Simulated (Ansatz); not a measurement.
Stretching the Zn1–H2 bond in H2SeZn (SMILES [ZnH][SeH]) (multiplicity 1 held, fragments rigid). Energies count from the point at 1.536 Å.
Geometry at that point (charge 0, multiplicity 1):
```xyz
4

Zn    -0.70919    -0.50984    -0.82880
H     -1.61369    -1.16460    -1.88282
Se     0.65396     0.50525     0.74073
H      0.65501    -0.71868     1.56184
```

Restricted levels (R-, RO-) in cc, def2 and unpolarised 6-31G sets keep to the state of the molecule at rest. U- levels take the lowest unrestricted solution at each point, which mixes spins at long bonds. Active spaces are followed from a long bond inwards. Levels need not reach the same state.

Correlated levels freeze the cores. Filled d and f shells under p-block atoms count as core.

Programs: Ansatz (Gaussian basis) for Hartree–Fock, density functionals and correlated methods. 

Energies in kcal/mol.

```json
[
 {"R (Å)": "1.228", "R-PBE/def2-TZVPP": "22.8", "U-wB97X-V/def2-TZVPP": "23.1", "CASSCF(2,2)/def2-TZVPP": "29.4", "FIC-MRCISD+Q on CASSCF(2,2)/def2-TZVPP": "22.8"},
 {"R (Å)": "1.382", "R-PBE/def2-TZVPP": "4.2", "U-wB97X-V/def2-TZVPP": "4.2", "CASSCF(2,2)/def2-TZVPP": "7.2", "FIC-MRCISD+Q on CASSCF(2,2)/def2-TZVPP": "4.1"},
 {"R (Å)": "1.536", "R-PBE/def2-TZVPP": "0.0", "U-wB97X-V/def2-TZVPP": "0.0", "CASSCF(2,2)/def2-TZVPP": "0.0", "FIC-MRCISD+Q on CASSCF(2,2)/def2-TZVPP": "0.0"},
 {"R (Å)": "1.689", "R-PBE/def2-TZVPP": "3.0", "U-wB97X-V/def2-TZVPP": "3.5", "CASSCF(2,2)/def2-TZVPP": "0.7", "FIC-MRCISD+Q on CASSCF(2,2)/def2-TZVPP": "3.3"},
 {"R (Å)": "1.843", "R-PBE/def2-TZVPP": "9.7", "U-wB97X-V/def2-TZVPP": "10.9", "CASSCF(2,2)/def2-TZVPP": "5.6", "FIC-MRCISD+Q on CASSCF(2,2)/def2-TZVPP": "10.3"},
 {"R (Å)": "2.073", "R-PBE/def2-TZVPP": "22.3", "U-wB97X-V/def2-TZVPP": "25.2", "CASSCF(2,2)/def2-TZVPP": "16.1", "FIC-MRCISD+Q on CASSCF(2,2)/def2-TZVPP": "23.2"},
 {"R (Å)": "2.303", "R-PBE/def2-TZVPP": "35.4", "U-wB97X-V/def2-TZVPP": "40.4", "CASSCF(2,2)/def2-TZVPP": "27.5", "FIC-MRCISD+Q on CASSCF(2,2)/def2-TZVPP": "36.4"},
 {"R (Å)": "2.687", "R-PBE/def2-TZVPP": "54.8", "U-wB97X-V/def2-TZVPP": "63.3", "CASSCF(2,2)/def2-TZVPP": "43.9", "FIC-MRCISD+Q on CASSCF(2,2)/def2-TZVPP": "54.7"},
 {"R (Å)": "3.071", "R-PBE/def2-TZVPP": "69.9", "U-wB97X-V/def2-TZVPP": "74.7", "CASSCF(2,2)/def2-TZVPP": "55.2", "FIC-MRCISD+Q on CASSCF(2,2)/def2-TZVPP": "66.9"},
 {"R (Å)": "3.532", "R-PBE/def2-TZVPP": "82.7", "U-wB97X-V/def2-TZVPP": "79.4", "CASSCF(2,2)/def2-TZVPP": "62.4", "FIC-MRCISD+Q on CASSCF(2,2)/def2-TZVPP": "74.4"},
 {"R (Å)": "4.146", "R-PBE/def2-TZVPP": "93.1", "U-wB97X-V/def2-TZVPP": "80.8", "CASSCF(2,2)/def2-TZVPP": "65.8", "FIC-MRCISD+Q on CASSCF(2,2)/def2-TZVPP": "77.7"},
 {"R (Å)": "4.914", "R-PBE/def2-TZVPP": "99.6", "U-wB97X-V/def2-TZVPP": "81.1", "CASSCF(2,2)/def2-TZVPP": "66.7", "FIC-MRCISD+Q on CASSCF(2,2)/def2-TZVPP": "78.6"}
]
```

Doubts at one or more of the structures used: a restricted determinant that unrestricted orbitals would lower (R-PBE/def2-TZVPP); a spin-contaminated determinant (U-wB97X-V/def2-TZVPP).

Ansatz is a program for electronic structure.
